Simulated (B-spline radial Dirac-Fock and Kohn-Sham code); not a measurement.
## Two-hole binding energies of Ge⁵⁺

System: Ge⁵⁺ in the configuration [Ar] 3d9.

These are calculated numbers from an atomic code on a B-spline grid; the model is ΔSCF Dirac-Fock with Breit, self-energy and vacuum polarisation, finite nucleus, configuration average. U is the two-hole binding energy less the two single-hole energies, the effective repulsion of the holes after relaxation. Each two-hole energy is an average over J within one jj subconfiguration.

| holes | E(a) (eV) | E(b) (eV) | E(ab) (eV) | U (eV) |
| --- | --- | --- | --- | --- |
| 1s⁻² | 11197.6 | 11197.6 | 22865.6 | 470.5 |
| 1s⁻¹ 2p3/2⁻¹ | 11197.6 | 1311.6 | 12632.9 | 123.7 |
| 1s⁻¹ 3p1/2⁻¹ | 11197.6 | 216.3 | 11454.2 | 40.3 |
| 1s⁻¹ 3p3/2⁻¹ | 11197.6 | 211.9 | 11449.0 | 39.6 |
| 2s⁻² | 1511.4 | 1511.4 | 3101.3 | 78.4 |
| 2s⁻¹ 2p1/2⁻¹ | 1511.4 | 1342.9 | 2926.4 | 72.1 |
| 2s⁻¹ 2p3/2⁻¹ | 1511.4 | 1311.6 | 2894.4 | 71.4 |
| 2p1/2⁻² | 1342.9 | 1342.9 | 2779.9 | 94.2 |
| 2p1/2⁻¹ 2p3/2⁻¹ | 1342.9 | 1311.6 | ? | ? |
| 2p3/2⁻² | 1311.6 | 1311.6 | 2711.0 | 87.8 |
| 2p1/2⁻¹ 3s⁻¹ | 1342.9 | 273.2 | 1652.3 | 36.2 |
| 2p3/2⁻¹ 3s⁻¹ | 1311.6 | 273.2 | 1621.0 | 36.2 |
| 2p1/2⁻¹ 3p3/2⁻¹ | 1342.9 | 211.9 | 1591.2 | 36.4 |
| 3p1/2⁻² | 216.3 | 216.3 | 464.8 | 32.1 |

Q: Give the missing two-hole energy and U.

A: E(ab) = 2741.0 eV and U = 86.5 eV.

Run: 19 s of CPU time on 1 thread of Intel(R) Xeon(R) 6975P-C (shared host), peak memory 0.39 GiB.
